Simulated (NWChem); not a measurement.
System: C5H8; SMILES C=C1CCC1

Input file for NWChem:

```
start job
memory heap 200 mb stack 900 mb global 1100 mb
geometry units angstroms
  C      0.151253     0.000000    -1.927726
  C     -0.060998     0.000000    -0.614584
  C     -0.136906     1.086083     0.437478
  C      0.157385     0.000000     1.500607
  C     -0.136906    -1.086083     0.437478
  H      0.243222    -0.935009    -2.488027
  H      0.243222     0.935008    -2.488028
  H      0.568217     1.927119     0.347214
  H     -1.155016     1.500429     0.533130
  H      1.213523    -0.000000     1.807383
  H     -0.469695    -0.000000     2.403747
  H     -1.155016    -1.500429     0.533130
  H      0.568217    -1.927119     0.347214
end
basis spherical
  * library sto-3g
end
dft
  xc hfexch
  iterations 150
end
driver
  maxiter 120
end
task dft optimize
task dft freq
```

Output (shortened):

```
             Northwest Computational Chemistry Package (NWChem) 7.3.0
             --------------------------------------------------------

 CS  symmetry detected

                             Geometry "geometry" -> ""
                             -------------------------

 Output coordinates in angstroms (scale by  1.889725989 to convert to a.u.)

  No.       Tag          Charge          X              Y              Z
 ---- ---------------- ---------- -------------- -------------- --------------
    1 C                    6.0000     0.10124546    -1.93108298     0.00000000
    2 C                    6.0000    -0.07509974    -0.61263891     0.00000000
    3 C                    6.0000    -0.12227581     0.44110247     1.08608300
    4 C                    6.0000     0.20091126     1.49580650     0.00000000
    5 C                    6.0000    -0.12227581     0.44110247    -1.08608300
    6 H                    1.0000     0.17789338    -2.49368512    -0.93500850
    7 H                    1.0000     0.17789338    -2.49368512     0.93500850
    8 H                    1.0000     0.58012201     0.33163402     1.92711900
    9 H                    1.0000    -1.13739711     0.56449621     1.50042900
   10 H                    1.0000     1.26502595     1.77365342     0.00000000
   11 H                    1.0000    -0.40129471     2.41571908     0.00000000
   12 H                    1.0000    -1.13739711     0.56449621    -1.50042900
   13 H                    1.0000     0.58012201     0.33163402    -1.92711900

 Effective nuclear repulsion energy (a.u.)     167.6992595048

      Symmetry information
      --------------------

 Group name             Cs
 Group number              2
 Group order               2
 No. of unique centers     9

                                Z-matrix (autoz)
                                --------

 Units are Angstrom for bonds and degrees for angles

[...]

      ----------------------
      Optimization converged
      ----------------------

  Step       Energy      Delta E   Gmax     Grms     Xrms     Xmax
  ---- ---------------- -------- -------- -------- -------- --------
@   15    -191.63393946 -2.0D-07  0.00002  0.00000  0.00081  0.00169
                                     ok       ok       ok       ok

                                Z-matrix (autoz)
                                --------

 Units are Angstrom for bonds and degrees for angles

[...]

 Rotational Constants
 --------------------
 A=   0.353112 cm-1  (  0.508039 K)
 B=   0.153279 cm-1  (  0.220529 K)
 C=   0.113694 cm-1  (  0.163577 K)

 Temperature                      =   298.15K
 frequency scaling parameter      =   1.0000

 Zero-Point correction to Energy  =   86.052 kcal/mol  (  0.137133 au)
 Thermal correction to Energy     =   88.955 kcal/mol  (  0.141758 au)
 Thermal correction to Enthalpy   =   89.547 kcal/mol  (  0.142702 au)

 Total Entropy                    =   70.326 cal/mol-K
   - Translational                =   38.554 cal/mol-K (mol. weight =  68.0626)
   - Rotational                   =   25.064 cal/mol-K (symmetry #  =        1)
   - Vibrational                  =    6.708 cal/mol-K

 Cv (constant volume heat capacity) =   15.307 cal/mol-K
   - Translational                  =    2.979 cal/mol-K
   - Rotational                     =    2.979 cal/mol-K
   - Vibrational                    =    9.348 cal/mol-K

[normal modes left out]

 ----------------------------------------------------------------------------
 Normal Eigenvalue ||           Projected Infra Red Intensities
  Mode   [cm**-1]  || [atomic units] [(debye/angs)**2] [(KM/mol)] [arbitrary]
 ------ ---------- || -------------- ----------------- ---------- -----------
    1       -0.000 ||    0.000052           0.001         0.050       0.263
    2        0.000 ||    0.000000           0.000         0.000       0.000
    3        0.000 ||    0.000020           0.000         0.019       0.101
    4        0.000 ||    0.000000           0.000         0.000       0.001
    5        0.000 ||    0.000000           0.000         0.000       0.000
    6        0.000 ||    0.000019           0.000         0.018       0.095
    7       85.428 ||    0.000043           0.001         0.042       0.219
    8      396.332 ||    0.000294           0.007         0.287       1.496
    9      439.757 ||    0.001285           0.030         1.253       6.537
   10      772.269 ||    0.000000           0.000         0.000       0.000
   11      794.056 ||    0.000384           0.009         0.374       1.953
   12      871.703 ||    0.001000           0.023         0.975       5.088
   13      981.105 ||    0.000000           0.000         0.000       0.000
   14     1038.091 ||    0.000409           0.009         0.399       2.080
   15     1082.669 ||    0.000014           0.000         0.014       0.072
   16     1129.485 ||    0.018076           0.417        17.621      91.972
   17     1164.266 ||    0.000009           0.000         0.009       0.048
   18     1168.906 ||    0.000843           0.019         0.822       4.289
   19     1251.586 ||    0.000000           0.000         0.000       0.000
   20     1297.897 ||    0.000236           0.005         0.230       1.201
   21     1448.409 ||    0.000015           0.000         0.014       0.075
   22     1450.222 ||    0.001852           0.043         1.806       9.425
   23     1457.412 ||    0.000000           0.000         0.000       0.000
   24     1517.502 ||    0.000123           0.003         0.120       0.625
   25     1562.584 ||    0.015738           0.363        15.342      80.078
   26     1587.171 ||    0.003334           0.077         3.250      16.962
   27     1717.591 ||    0.000718           0.017         0.700       3.651
   28     1791.217 ||    0.000044           0.001         0.043       0.225
   29     1792.676 ||    0.000223           0.005         0.217       1.134
   30     1822.720 ||    0.000874           0.020         0.852       4.449
   31     2121.482 ||    0.000080           0.002         0.078       0.405
   32     3600.971 ||    0.000345           0.008         0.336       1.756
   33     3601.932 ||    0.000075           0.002         0.073       0.381
   34     3624.192 ||    0.001967           0.045         1.917      10.008
   35     3651.953 ||    0.025608           0.591        24.964     130.298
   36     3723.478 ||    0.000000           0.000         0.000       0.000
   37     3724.040 ||    0.001258           0.029         1.226       6.399
   38     3749.979 ||    0.001697           0.039         1.654       8.636
   39     3803.985 ||    0.000015           0.000         0.015       0.078
 ----------------------------------------------------------------------------
```

Level: Hartree-Fock/STO-3G. The printed entropy takes a lower symmetry number than the molecule has.
